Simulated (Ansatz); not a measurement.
Ansatz results at the PBE0-D4/def2-TZVP geometry: size of the dipole moment (ωB97M-V/def2-TZVPP) 0.36 D; HOMO–LUMO gap (PBE/def2-TZVPP) 3.87 eV; LUMO energy (ωB97M-V/def2-TZVPP) 1.27 eV.

Each molecule was computed in one conformer, which needn't be the lowest.

**Question.** Which molecule gave them?
A. `C[CH2][Al]([NH2])[OH]`
B. `C=C[CH2][Al]([F])[Cl]`
C. `C[O][Al]([O][SiH3])[N](C)C`
D. `C[O][Al]([NH2])[NH2]`

**Answer.** C. The others give `C[CH2][Al]([NH2])[OH]`: 1.71, 5.15, 1.55; `C[O][Al]([NH2])[NH2]`: 1.18, 4.80, 1.63; `C=C[CH2][Al]([F])[Cl]`: 2.69, 4.24, 0.79.
